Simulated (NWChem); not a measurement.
System: 1,1,1-trifluoroethane (C2H3F3); SMILES FC(C)(F)F

NWChem input:

```
start job
memory heap 200 mb stack 900 mb global 1100 mb
geometry units angstroms
  C      0.000000     0.000000    -1.471583
  C      0.000000     0.000000     0.027243
  F     -0.878538    -0.880631     0.519235
  F     -0.323380     1.201152     0.519235
  F      1.201918    -0.320520     0.519235
  H      0.269672    -0.998615    -1.837810
  H      0.729990     0.732850    -1.837810
  H     -0.999662     0.265765    -1.837810
end
basis spherical
  * library 3-21g
end
dft
  xc hfexch
  iterations 150
end
driver
  maxiter 120
end
task dft optimize
task dft freq
```

The level has its own optimisation; frequencies are unscaled.

Q: Predict the main results of this run. (Hartree-Fock/3-21G.) Quantities: r C–C (Å); r C–H (Å); r C–F (Å); highest harmonic frequency (cm⁻¹); lowest (cm⁻¹); zero-point energy (kcal/mol); dipole (D).

A: 
```json
{
  "r C–C (Å)": "1.490",
  "r C–H (Å)": "1.079",
  "r C–F (Å)": "1.352",
  "highest harmonic frequency (cm⁻¹)": "3331",
  "lowest (cm⁻¹)": "257",
  "zero-point energy (kcal/mol)": "35.7",
  "dipole (D)": "2.73"
}
```
